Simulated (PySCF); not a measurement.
**Exercise with solution: oscillator strength and radiative lifetime**

Ga(F)(Me)(OH) (CH₄FGaO), SMILES [Ga]([OH])([F])[CH3].

The structure is a stationary point at PBE0-D3(BJ)/def2-SVP. The structure was generated by enumeration; whether it is a known compound was not checked. Other conformers were not sampled.

TDA-PBE/def2-SVPD in PySCF 2.14.0 puts the first singlet state with f over 0.02 at 6.07 eV (vertical), with the transition dipole (0.000, 0.000, 0.409) in atomic units.

**Question.** Find the oscillator strength, the wavelength and the radiative lifetime that this transition would have in vacuum if emission retraced absorption.

**Answer.** 
|μ|² = 0.1673 au, so |μ| = 1.04 D. ΔE = 6.07/27.211 = 0.2231 hartree. f = (2/3) ΔE |μ|² = 0.025 (the program prints 0.025).
λ = 1239.84/6.07 = 204 nm; ν = 48958 cm⁻¹.
Einstein's coefficient A = 0.6670 ν² f s⁻¹ (ν in cm⁻¹) = 4.0e7 s⁻¹, so τ = 1/A = 25 ns. This state is S1. The figure is the radiative limit of this one transition; relaxation, internal conversion, crossing to triplets and a medium change what is measured.
